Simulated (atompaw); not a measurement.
## Scattering properties, PAW (atompaw) potential for iron (Fe)

iron, PAW, made with atompaw 4.2.0.5 (PBE, scalar-relativistic). Core [Ne], reference 3s2 3p6 3d6 4s1.5 4p0 (charge +0.5). Waves: 3s (bound): rc 0.95 bohr; 4s (bound): rc 1.50 bohr; 3p (bound): rc 1.45 bohr; 4p (bound, empty): rc 1.50 bohr; 3d (bound): rc 1.50 bohr; 3d channel at 0.9 Ry: rc 1.25 bohr. Local part: vpsmatchnc scheme with l = 3 at 1 Ry, radius 1.15 bohr. Core correction: smooth core density matched at 1.10 bohr. Augmentation charge: sinc compensation charge, radius 1.45 bohr; PAW radius 1.50 bohr; waves and projectors: custom polynom2 7 10 vanderbiltortho.

The phase is arctan(r·u′/u) with u = r·R(r), unwrapped; energies in Ry, scanned from -9 to 5 Ry. A pole is an energy at which the radial function vanishes at the test radius. The pseudo phase is shifted by a multiple of π to meet the all-electron one at the reference energy, and phase errors are pseudo minus all-electron; the curves can meet again beyond the range given. Levels narrower than the energy grid can be missing from the lists of poles.

```tsv
channel	radius (bohr)	reference energy (Ry)	poles, all-electron	poles, pseudo	unbroken range about the reference energy with phases within 0.05 rad	phase error 1 Ry above the reference energy (rad)
s	1.50	-0.64	-6.59	-6.60	below 1.6	-0.003
p	1.50	-0.31	-3.88	-3.89	below 3.5	-0.000
d	1.50	-0.85	0.43	0.43	below 5.0	+0.000
```

Phases in the d channel:

```tsv
E (Ry)	all-electron	pseudo
-9.00	1.344	1.350
-8.76	1.340	1.347
-8.52	1.337	1.343
-8.28	1.333	1.339
-8.04	1.329	1.335
-7.80	1.325	1.331
-7.56	1.320	1.327
-7.32	1.316	1.322
-7.08	1.311	1.317
-6.84	1.306	1.311
-6.60	1.300	1.306
-6.36	1.294	1.299
-6.12	1.287	1.293
-5.88	1.280	1.286
-5.64	1.273	1.278
-5.40	1.264	1.269
-5.16	1.255	1.260
-4.92	1.245	1.250
-4.68	1.234	1.239
-4.44	1.221	1.226
-4.20	1.207	1.212
-3.96	1.191	1.195
-3.72	1.172	1.176
-3.48	1.150	1.154
-3.24	1.123	1.127
-3.00	1.091	1.094
-2.76	1.050	1.053
-2.52	0.997	1.000
-2.28	0.925	0.928
-2.04	0.822	0.825
-1.80	0.667	0.669
-1.56	0.418	0.420
-1.32	0.027	0.028
-1.08	-0.464	-0.464
-0.84	-0.876	-0.876
-0.60	-1.142	-1.142
-0.36	-1.309	-1.309
-0.12	-1.419	-1.419
0.12	-1.497	-1.497
0.36	-1.556	-1.556
0.60	-1.602	-1.602
0.84	-1.641	-1.641
1.08	-1.673	-1.673
1.32	-1.702	-1.702
1.56	-1.729	-1.729
1.80	-1.754	-1.754
2.04	-1.778	-1.777
2.28	-1.801	-1.800
2.52	-1.825	-1.823
2.76	-1.849	-1.847
3.00	-1.874	-1.872
3.24	-1.901	-1.897
3.48	-1.929	-1.925
3.72	-1.960	-1.956
3.96	-1.995	-1.991
4.20	-2.033	-2.031
4.44	-2.078	-2.080
4.68	-2.129	-2.143
4.92	-2.188	-2.229
```
